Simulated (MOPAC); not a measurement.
MOPAC input (PM3):

```
PM3 1SCF CHARGE=1 GEO-OK AUX(PRECISION=9) THREADS=1
BCl2

Cl   -0.00000000 1   -0.00000000 1   -1.61347186 1
B     0.00000000 1    0.00000000 1    0.00000000 1
Cl    0.00000000 1    0.00000000 1    1.61347186 1
```

What heat of formation does the run end on, and which ionisation energy by Koopmans theorem?

143.64 kcal/mol; 15.25 eV.
